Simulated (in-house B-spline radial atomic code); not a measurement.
# RPA and G0W0 on HSE06: the carbon ion C²⁺

Configuration [He] 2s2, mean-field start HSE06. Computed with an all-electron radial atomic-structure program (B-spline basis): all electrons, non-relativistic, point nucleus, each spin shell either full or empty, empty states to l = 9 with an (l + 1/2)⁻⁴ tail; G0W0 by contour deformation at full frequency.

Command:
```bash
python run_gw.py task.json out
```
Settings (radii: box in bohr, nucleus in fm):
```
Z                        6
electrons                4
configuration            [He] 2s2
hamiltonian              nr
method                   hse06
lmax                     9
spin_polarised           False
box_radius               17.55
intervals                45
ion_configuration        [He] 2s1
```

Run time, properties included: 1.7 s on 1 thread of Arm Neoverse N1, on a shared host.

Energies (hartree):

| term | value |
| --- | --- |
| mean-field total | -36.47532 |
| Hartree-Fock functional on these orbitals | -36.40707 |
| direct second order | -0.2716 |
| second-order exchange | 0.13312 |
| SOSEX correction | 0.1032 |

**Question.** What is the RPA correlation energy, and what remains with SOSEX?

**Answer.** RPA gives -0.21064 hartree (-1.43 eV per electron); RPA + SOSEX gives -0.10744, and the second-order doubles -0.13848 hartree (no singles). SOSEX takes back 49 % of the RPA value.

Quasi-particle levels (eV):

| level | occupied | mean field | Σx - vxc | Σc | QP weight | G0W0 |
| --- | --- | --- | --- | --- | --- | --- |
| 2s | yes | -41.61 | -4.44 | ? | ? | ? |
| 2p | no | -30.23 | 7.04 | -1.71 | 0.946 | -24.895 |

G0W0 = mean field + (Σx - vxc) + Σc, with Σc (partial-wave tail included) taken at the quasi-particle energy. Levels of low weight are left out.

**Question.** Where does G0W0 put 2s?

**Answer.** At -47.79 eV, with Σc = -1.74 eV and a quasi-particle weight of 0.935. The tabulated removal energy is 47.888 eV (NIST, measured).

**Question.** What does it cost to remove one electron (to [He] 2s1) by differences of total energies, each species on its own start (correlation terms add to the Hartree-Fock functional)?

**Answer.** HSE06 47.04 eV, Hartree-Fock functional 45.77 eV, + RPA 47.96 eV, + RPA + SOSEX 47.39 eV, + second order 48.16 eV. Tabulated: 47.888 eV (NIST, measured).
